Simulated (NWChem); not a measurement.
Correlation energy of AuCl

```
Au
Cl 1 2.2530
```
Charge 0, spin multiplicity 1.

Everything below was run with NWChem. All single points use one geometry, from PBE0/def2-SVP with def2 effective core potentials on Au, a minimum by its harmonic frequencies.

Basis set: def2-TZVP. Each correlation energy counts from its own Hartree-Fock reference.

Effective core potentials replace the inner electrons of Au; spin-orbit coupling is left out. The correlated methods keep 9 core orbitals frozen. The structure started from a generated list of species. Coupled-cluster values serve here as a point of comparison, not as the truth.

Question: Order these methods by the correlation energy they give, lowest first: CCSD(T), CR-CCSD(T), MP2, CR-CCSD[T], CCSD+T(CCSD).

Answer: CCSD+T(CCSD) (-495.4 mHa), CCSD(T) (-493.9 mHa), CR-CCSD[T] (-491.3 mHa), CR-CCSD(T) (-490.2 mHa), MP2 (-478.1 mHa)
